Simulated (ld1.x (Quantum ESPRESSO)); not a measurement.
**Configuration tests for La (Z = 57) (TM semilocal)**

- Element: La (Z = 57)
- Generator: ld1.x (Quantum ESPRESSO) 7.5
- Type: norm-conserving Troullier–Martins (semilocal form)
- Functional: PW91
- Relativity: scalar-relativistic
- Frozen core: [Kr] 4d10
- Valence charge: 11
- Reference configuration: 4f0 5s2 5p6 5d1 6s2 6p0
- Partial waves: 5s (bound): rc 1.75 bohr; 5p (bound): rc 3.10 bohr; 4f (bound, empty): rc 1.70 bohr; 5d (bound): rc 2.35 bohr
- Local potential: the d channel
- Core correction: none

Occupied shells without a wave of their own: 6s. They enter only through the test configuration that unscreens the potential.

Energies are relative to the spin-unpolarised reference configuration 4f0 5s2 5p6 5d1 6s2 6p0; without spin polarisation the order of configurations can differ from experiment. Not all tests gave a result: 1 of 7 tests not solved or not reliable. Left out of the table: 4f0 5s2 5p6 5d0 6s2 6p1 (pseudo-atom not self-consistent, printed error -27.9 eV).

| valence configuration | charge | ΔE all-electron (eV) | error AE − PS (meV) |
| --- | --- | --- | --- |
| 4f0 5s2 5p6 5d1 6s0 6p0 | +2 | 16.922 | -253 |
| 4f0 5s2 5p6 5d0 6s0 6p0 | +3 | 35.942 | -342 |
| 4f0 5s1 5p6 5d1 6s2 6p0 | +1 | 44.081 | +87 |
| 4f1 5s2 5p6 5d1 6s0 6p0 | +1 | 6.914 | +342 |
| 4f0 5s2 5p6 5d1 6s1.5 6p0 | +0.5 | 2.420 | -41 |

(1) What are ΔE and the potential's error for 4f0 5s2 5p6 5d1 6s1 6p0?

Levels in the configuration 4f0 5s2 5p6 5d1 6s1 6p0:

```
level  all-electron (eV)  pseudo (eV)
   5s            -44.811      -44.871
   5p            -28.249      -28.306
   5d             -8.551       -8.590
   6s             -8.381       -8.502
```

Answers

(1) ΔE = 6.007 eV all-electron; the error (AE − PS) is -95 meV.

These tests converged, but a pseudo level misses the all-electron one widely, so the file describes the atom poorly there or has found another state: 4f0 5s2 5p6 5d1 6s0 6p0: empty 6p by 7.1 eV; 4f0 5s2 5p6 5d0 6s0 6p0: empty 6p by 11.2 eV; 4f0 5s1 5p6 5d1 6s2 6p0: empty 6p by 4.4 eV. ld1.x printed “convergence not achieved” for 6 of the counted tests; their residual had stalled under 1e-8, short of the target of 1e-14. The 6s level has no wave, so the channel is fitted at the deeper level alone: the likely source of the large errors.
